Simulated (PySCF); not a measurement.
## Partial charges of Cu(AsH3)(SH)

Species: Cu(AsH3)(SH) (singlet state).
Geometry (PBE0-D3(BJ)/def2-SVP, Å), atoms numbered from 1 in this order:
```xyz
7
AsCuH4S angstrom
Cu     0.1607    0.0617   -1.0017
As     0.1494    0.0403    1.2894
H     -0.8924    0.8274    2.0506
H      1.3570    0.5558    2.0359
H     -0.0047   -1.2554    2.0521
S      0.2417    0.1323   -3.1470
H     -1.0119   -0.3619   -3.2793
```

Density: PBE0/pcSseg-1 (pcSseg-2 on Cu) (PySCF); schemes: Mulliken, IAO, Hirshfeld and ESP-fitted. Isolated species at its PBE0-D3(BJ)/def2-SVP geometry, gas phase. The calculation is non-relativistic, for arsenic too.

Q: For which atoms does the sign change between the 4 schemes (beyond +0.03 e in one, beyond −0.03 e in another)?

A: As2.

Q: Do the Mulliken, IAO, Hirshfeld and ESP-fitted schemes agree on where the charge is highest?

A: The schemes don't all agree: Mulliken H7 (+0.112); IAO Cu1 (+0.470); Hirshfeld As2 (+0.207); ESP-fitted As2 (+0.159).

Q: At which atom do the 4 schemes differ most?

A: At Cu1: from +0.096 (Mulliken) to +0.470 e (IAO), 0.374 e apart.

Q: Give the atomic charges in each scheme.

A: In e:

```
atom                   environment  Mulliken     IAO  Hirshfeld  ESP-fitted
 Cu1     copper bonded to As and S    +0.096  +0.470     +0.136      +0.133
 As2  arsenic bonded to Cu and 3 H    -0.044  +0.134     +0.207      +0.159
  H3               hydrogen on As2    +0.096  +0.002     +0.007      +0.030
  H4               hydrogen on As2    +0.098  +0.006     +0.009      +0.051
  H5               hydrogen on As2    +0.096  +0.002     +0.007      +0.029
  S6     sulfur bonded to Cu and H    -0.454  -0.689     -0.380      -0.553
  H7                hydrogen on S6    +0.112  +0.076     +0.013      +0.151
```

Mean size of the charges over all atoms: IAO 0.197 e, ESP-fitted 0.158 e, Mulliken 0.142 e, Hirshfeld 0.109 e. Each set sums to the total charge, 0, to within 0.001 e. The ESP scheme is a least-squares fit of atom-centred charges to the potential on four shells outside the van der Waals surface, with the total charge fixed.

Q: Sum the charges by element, for elements with more than one atom.

A: 
```tsv
element	atoms	Mulliken	IAO	Hirshfeld	ESP-fitted
H	4	+0.402	+0.085	+0.037	+0.261
```

Q: How many electrons does the IAO scheme count on S6?

A: Z − q = 16 − (-0.689) = 16.689.
